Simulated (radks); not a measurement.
Problem. These are the eigenvalues of the occupied orbitals of an atom or ion with whole-number occupations (Ry). Method: scalar-relativistic Kohn-Sham, r2SCAN, spin-polarised, spherical densities, finite nucleus; meta-GGA in the generalised Kohn-Sham scheme; Fermi nuclear charge, rms radius of each element as measured or else 0.836 A^(1/3) + 0.57 fm; computed with a radial shooting solver on a logarithmic mesh with Libxc functionals.

| orbital | eigenvalue |
|---|---|
| 1s up | -5407.302 |
| 1s down | -5407.187 |
| 2s up | -1050.713 |
| 2s down | -1050.688 |
| 2p up | -934.1756 |
| 2p down | -934.1026 |
| 3s up | -342.6074 |
| 3s down | -342.5455 |
| 3p up | -307.9351 |
| 3p down | -307.8532 |
| 3d up | -269.5852 |
| 3d down | -269.5000 |
| 4s up | -158.3916 |
| 4s down | -158.0016 |
| 4p up | -145.4071 |
| 4p down | -145.0240 |

Which element is it, and in what charge state? The configuration may be excited. Open shells, if any, are filled with parallel spins first.

Solution. Z = 75, rhenium, charge +40: Re40+ in [Ar] 3d10 4s2 4p5. The list shows which subshells hold electrons but not how many an open one holds; the 1s level, -2703.7 hartree, gives Z - s = 73.5 by -(Z - s)^2/2, which with screening and relativity narrows Z to a few neighbours, and the depths of the outer levels then fix element, charge and occupations together.
